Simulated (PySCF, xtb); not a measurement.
Pair of molecules: H2O (SMILES O) (first 3 atoms) with HCl (SMILES Cl); geometry from B3LYP-D3(BJ)/def2-TZVP, rigid monomers moved along the line of their centres of mass till O1···H5 is 1.66 Å.
(charge 0, multiplicity 1):
| atom | x (Å) | y (Å) | z (Å) |
|---|---|---|---|
| O | 0.0409 | 0.3323 | 0.2529 |
| H | 0.7941 | 0.8483 | -0.0558 |
| H | 0.1862 | -0.5672 | -0.0611 |
| Cl | -0.2893 | 0.4635 | 3.1935 |
| H | -0.1882 | 0.4246 | 1.8938 |

Interaction energies are E(AB) − E(A) − E(B) at the monomers' geometry in the complex; basis-set methods are counterpoise corrected. Rows marked so take none.

Rows in 3-21G, 6-311+G** carry no dispersion term and start afresh at each structure.

Programs: PySCF for 3-21G rows, 6-311+G** rows; xtb for the GFN methods. 

Q: Estimate the interaction energy that GFN2-xTB returns for this input.

A: -28 kJ/mol

Q: Give the interaction energy at the level B3LYP/6-311+G** (no counterpoise).

A: -24 kJ/mol

Q: Give the interaction energy at the level HF/3-21G (no counterpoise).

A: -54 kJ/mol
